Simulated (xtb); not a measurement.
Input for xtb: GFN2-xTB on FGeHO (SMILES [OH][Ge][F]), a point of a torsion scan.

```
$ xtb mol.xyz --gfn 2 --opt vtight --chrg 0 --uhf 0 --input xcontrol
4

O     -1.02866902     0.26362187     0.29962701
Ge     0.60527472     0.77530193    -0.18275524
F      1.55038083    -0.59795575    -0.71584672
H     -1.33658571    -0.52647095    -0.20168347
$constrain
  force constant=1.0
  dihedral: 4,1,2,3,330.0
$end
```

It printed:

```
[...]
           -------------------------------------------------
          |                Calculation Setup                |
           -------------------------------------------------



           -------------------------------------------------
          |                 G F N 2 - x T B                 |
           -------------------------------------------------

        Reference                      10.1021/acs.jctc.8b01176
      * Hamiltonian:
        H0-scaling (s, p, d)           1.850000    2.230000    2.230000
        zeta-weighting                 0.500000
      * Dispersion:
        s8                             2.700000
        a1                             0.520000
        a2                             5.000000
        s9                             5.000000
      * Repulsion:
        kExp                           1.500000    1.000000
        rExp                           1.000000
      * Coulomb:
        alpha                          2.000000
        third order                    shell-resolved
        anisotropic                    true
        a3                             3.000000
        a5                             4.000000
        cn-shift                       1.200000
        cn-exp                         4.000000
        max-rad                        5.000000


          ...................................................
          :                      SETUP                      :
          :.................................................:
          :  # basis functions                  19          :
          :  # atomic orbitals                  18          :
          :  # shells                            8          :
          :  # electrons                        18          :
          :  max. iterations                   250          :
          :  Hamiltonian                  GFN2-xTB          :
          :  restarted?                      false          :
          :  GBSA solvation                  false          :
          :  PC potential                    false          :
          :  electronic temp.          300.0000000     K    :
          :  accuracy                    1.0000000          :
          :  -> integral cutoff          0.2500000E+02      :
          :  -> integral neglect         0.1000000E-07      :
          :  -> SCF convergence          0.1000000E-05 Eh   :
          :  -> wf. convergence          0.1000000E-03 e    :
          :  Broyden damping             0.4000000          :
          :  net charge                          0          :
          :  unpaired electrons                  0          :
          ...................................................

 iter      E             dE          RMSdq      gap      omega  full diag
   1    -10.9456648 -0.109457E+02  0.231E+01    2.86       0.0  T
   2    -11.2263097 -0.280645E+00  0.118E+01    5.72       1.0  T
   3    -11.3709380 -0.144628E+00  0.597E+00    4.98       1.0  T
   4    -11.3048980  0.660400E-01  0.751E+00    4.13       1.0  T
   5    -11.3696781 -0.647802E-01  0.155E+00    5.20       1.0  T
   6    -11.3710975 -0.141934E-02  0.106E+00    5.15       1.0  T
   7    -11.3724249 -0.132738E-02  0.179E-01    5.05       1.0  T
   8    -11.3724824 -0.575189E-04  0.557E-02    5.03       1.0  T
   9    -11.3724887 -0.628581E-05  0.222E-02    5.03       2.2  T
  10    -11.3724900 -0.127967E-05  0.553E-03    5.02       9.0  T
  11    -11.3724901 -0.113354E-06  0.158E-03    5.02      31.6  T
  12    -11.3724901 -0.687143E-08  0.378E-04    5.02     132.2  T
  13    -11.3724901 -0.276072E-09  0.979E-05    5.02     510.8  T

   *** convergence criteria satisfied after 13 iterations ***

         #    Occupation            Energy/Eh            Energy/eV
      -------------------------------------------------------------
         1        2.0000           -0.7921918             -21.5566
       ...           ...                  ...                  ...
         3        2.0000           -0.6371897             -17.3388
         4        2.0000           -0.5539960             -15.0750
         5        2.0000           -0.4987475             -13.5716
         6        2.0000           -0.4925753             -13.4037
         7        2.0000           -0.4858981             -13.2220
         8        2.0000           -0.4733130             -12.8795
         9        2.0000           -0.4360869             -11.8665 (HOMO)
        10                         -0.2515325              -6.8445 (LUMO)
        11                         -0.1354087              -3.6847
        12                         -0.1125887              -3.0637
        13                         -0.0203668              -0.5542
        14                          0.0406527               1.1062
       ...                                ...                  ...
        18                          0.7578514              20.6222
      -------------------------------------------------------------
                  HL-Ga
[...]
   Energy/Eh            Energy/eV
      -------------------------------------------------------------
         1        2.0000           -0.7689539             -20.9243
       ...           ...                  ...                  ...
         3        2.0000           -0.6446145             -17.5409
         4        2.0000           -0.5437604             -14.7965
         5        2.0000           -0.4842881             -13.1781
         6        2.0000           -0.4824145             -13.1272
         7        2.0000           -0.4659725             -12.6798
         8        2.0000           -0.4561097             -12.4114
         9        2.0000           -0.4450976             -12.1117 (HOMO)
        10                         -0.2533604              -6.8943 (LUMO)
        11                         -0.1615965              -4.3973
        12                         -0.1187212              -3.2306
        13                         -0.0073182              -0.1991
        14                          0.0342086               0.9309
       ...                                ...                  ...
        18                          0.7418506              20.1868
      -------------------------------------------------------------
                  HL-Gap            0.1917372 Eh            5.2174 eV
             Fermi-level           -0.3492290 Eh           -9.5030 eV

 SCC (total)                   0 d,  0 h,  0 min,  0.003 sec
 SCC setup                      ...        0 min,  0.000 sec (  2.825%)
 Dispersion                     ...        0 min,  0.000 sec (  0.771%)
 classical contributions        ...        0 min,  0.000 sec (  0.250%)
 integral evaluation            ...        0 min,  0.001 sec ( 26.770%)
 iterations                     ...        0 min,  0.001 sec ( 27.917%)
 molecular gradient             ...        0 min,  0.001 sec ( 34.956%)
 printout                       ...        0 min,  0.000 sec (  5.759%)

         :::::::::::::::::::::::::::::::::::::::::::::::::::::
         ::                     SUMMARY                     ::
         :::::::::::::::::::::::::::::::::::::::::::::::::::::
         :: total energy             -11.362310804242 Eh    ::
         :: gradient norm              0.000002754267 Eh/a0 ::
         :: HOMO-LUMO gap              5.217434164594 eV    ::
         ::.................................................::
         :: SCC energy               -11.385498109063 Eh    ::
         :: -> isotropic ES            0.016881087381 Eh    ::
         :: -> anisotropic ES          0.001483590460 Eh    ::
         :: -> anisotropic XC         -0.000687478105 Eh    ::
         :: -> dispersion             -0.001308771433 Eh    ::
         :: repulsion energy           0.023175379422 Eh    ::
         :: add. restraining           0.000011925398 Eh    ::
         :: total charge               0.000000000000 e     ::
         :::::::::::::::::::::::::::::::::::::::::::::::::::::

           -------------------------------------------------
          |                Property Printout                |
           -------------------------------------------------

    * Orbital Energies and Occupations

         #    Occupation            Energy/Eh            Energy/eV
      -------------------------------------------------------------
         1        2.0000           -0.7689539             -20.9243
         2        2.0000           -0.6968738             -18.9629
         3        2.0000           -0.6446145             -17.5409
         4        2.0000           -0.5437604             -14.7965
         5        2.0000           -0.4842881             -13.1781
         6        2.0000           -0.4824145             -13.1272
         7        2.0000           -0.4659725             -12.6798
         8        2.0000           -0.4561097             -12.4114
         9        2.0000           -0.4450976             -12.1117 (HOMO)
        10                         -0.2533604              -6.8943 (LUMO)
        11                         -0.1615965              -4.3973
        12                         -0.1187212              -3.2306
        13                         -0.0073182              -0.1991
        14                          0.0342086               0.9309
        15                          0.0932653               2.5379
        16                          0.1257075               3.4207
        17                          0.3151347               8.5753
        18                          0.7418506              20.1868
      -------------------------------------------------------------
                  HL-Gap            0.1917372 Eh            5.2174 eV
             Fermi-level           -0.3492290 Eh           -9.5030 eV

     #   Z          covCN         q      C6AA      α(0)
     1   8 O        1.587    -0.479    22.479     6.398
     2  32 Ge       1.488     0.485   249.204    33.167
     3   9 F        0.706    -0.337    12.760     4.218
     4   1 H        0.806     0.330     0.637     1.253

 Mol. C6AA /au·bohr⁶  :        591.023916
 Mol. C8AA /au·bohr⁸  :      35062.960203
 Mol. α(0) /au        :         45.036475


Wiberg/Mayer (AO) data.
largest (>0.10) Wiberg bond orders for each atom

 ---------------------------------------------------------------------------
     #   Z sym  total        # sym  WBO       # sym  WBO       # sym  WBO
 ---------------------------------------------------------------------------
     1   8 O    2.240 --     2 Ge   1.359     4 H    0.848
     2  32 Ge   2.526 --     1 O    1.359     3 F    1.126
     3   9 F    1.161 --     2 Ge   1.126
     4   1 H    0.891 --     1 O    0.848
 ---------------------------------------------------------------------------
Note: The following floating-point exceptions are signalling: IEEE_DENORMAL
normal termination of xtb

Topologies differ in total number of bonds
Writing topology from bond orders to xtbtopo.mol

molecular dipole:
                 x           y           z       tot (Debye)
 q only:       -0.393       0.712       0.030
   full:       -0.455       0.853       0.028       2.460
molecular quadrupole (traceless):
                xx          xy          yy          xz          yz          zz
 q only:       -1.436       4.978       2.086       2.567      -1.072      -0.651
  q+dip:       -1.842       5.917       2.788       3.055      -1.167      -0.946
   full:       -2.535       6.036       1.701       3.987      -1.667       0.834

           -------------------------------------------------
          |                Geometry Summary                 |
           -------------------------------------------------

      molecular mass/u    :      108.6332990
   center of mass at/Å    :        0.5280984       0.5163024      -0.1852259
  moments of inertia/u·Å² :        0.3553497E+02   0.6651446E+02   0.1018309E+03
rotational constants/cm⁻¹ :        0.4743956E+00   0.2534431E+00   0.1655454E+00

 * 2 selected distances

     #   Z          #   Z                                           value/Å
     1   8 O        2  32 Ge                                      1.7398848 (max)
     1   8 O        4   1 H                                       0.9551920 (min)

 * 2 distinct bonds (by element types)

   Z      Z             #   av. dist./Å        max./Å        min./Å
   1 H    8 O           1     0.9551920     0.9551920     0.9551920
   8 O   32 Ge          1     1.7398848     1.7398848     1.7398848


optimized geometry written to: xtbopt.xyz


           -------------------------------------------------
          | TOTAL ENERGY              -11.362310804242 Eh   |
          | GRADIENT NORM               0.000002754267 Eh/α |
          | HOMO-LUMO GAP               5.217434164594 eV   |
           -------------------------------------------------

------------------------------------------------------------------------
------------------------------------------------------------------------
 total:
 SCF:
 ANC optimizer:
```

The run finished.

Warnings raised: the energy holds the restraint's term.

Cost: about 0.10 core-seconds (a rough figure).
